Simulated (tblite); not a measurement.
Species: C5H4FO3S (charge -1).
Atom-mapped SMILES: `[CH:1]#[C:2][C@@H:3]1[CH2:4][C@:5]1([F:6])[S:7](=[O:8])(=[O:9])[O-:10]` (hydrogens: H11 on C1; H12 on C3; H13, H14 on C4)
Bond orders are those of one Lewis drawing.

Computed with GFN2-xTB (tblite), gas phase: nudged elastic band of 9 images (0 to 8), spring 0.2 eV/Å², climbing image at the end, force threshold 0.05 eV/Å. No saddle search or frequency run followed, so the top image need not be a first-order saddle, and its height can exceed the method's true barrier by a kcal/mol or more.

Path: rotation about C5–S7 (sp3 C–F carbon, sulfonyl sulfur), followed by the dihedral C4–C5–S7–O10, from 103° to -136°. Start geometry (image 0):
```
atom  x, y, z in Å
C1      2.212    1.181   -0.836
C2      1.529    0.366   -0.283
C3      0.837   -0.686    0.384
C4     -0.224   -1.481   -0.347
C5     -0.614   -0.506    0.699
F6     -1.054   -0.987    1.903
S7     -1.407    1.055    0.129
O8     -1.091    1.066   -1.293
O9     -0.762    2.100    0.905
O10    -2.820    0.868    0.419
H11     2.716    1.961   -1.321
H12     1.435   -1.226    1.116
H13    -0.463   -1.170   -1.353
H14    -0.296   -2.541   -0.144
```

The first guess turns that dihedral rigidly in even steps and adds one set of random displacements (0.04 Å standard deviation a coordinate) to every inner image. Energies of the images above image 0 (eV) in the early part of the optimisation:

| iteration | 1 | 2 | 3 | 4 | 5 | 6 | 7 | 8 |
| --- | --- | --- | --- | --- | --- | --- | --- | --- |
| 0 | 1.071 | 1.150 | 1.252 | 1.317 | 1.278 | 1.165 | 1.072 | 0.000 |
| 10 | 0.093 | 0.156 | 0.242 | 0.298 | 0.269 | 0.178 | 0.101 | 0.000 |
| 20 | 0.065 | 0.126 | 0.209 | 0.260 | 0.232 | 0.146 | 0.072 | 0.000 |
| 30 | 0.031 | 0.086 | 0.150 | 0.181 | 0.158 | 0.096 | 0.034 | 0.000 |
| 40 | 0.024 | 0.074 | 0.122 | 0.139 | 0.119 | 0.074 | 0.026 | 0.000 |
| 50 | 0.020 | 0.067 | 0.110 | 0.122 | 0.102 | 0.062 | 0.019 | 0.000 |
| 60 | 0.019 | 0.067 | 0.108 | 0.120 | 0.100 | 0.060 | 0.019 | 0.000 |

Q: Where does the band end, and how far was the first guess from it?

A: Final energies, images 1 to 8: 0.019, 0.063, 0.100, 0.110, 0.090, 0.052, 0.017, 0.000 eV. The highest point drops from 1.32 eV (image 4) to 0.110 eV (image 4), by 1.21 eV. Image 4 moved by 0.13 Å rms, its dihedral from 158° to 161°. The end images are fixed. The true force on the top image ends at 0.050 eV/Å, and the largest on any image at 0.06 eV/Å; away from the top, the method drives only the force across the path to zero. The last saved iteration is 90.

The cost below is that of the whole band run. The run took 5.6 s wall on one thread, Arm Neoverse V1 (aarch64), no GPU, shared host with 32 logical CPUs at a one-minute load of 10, and the process peaked at 0.18 GiB of memory.
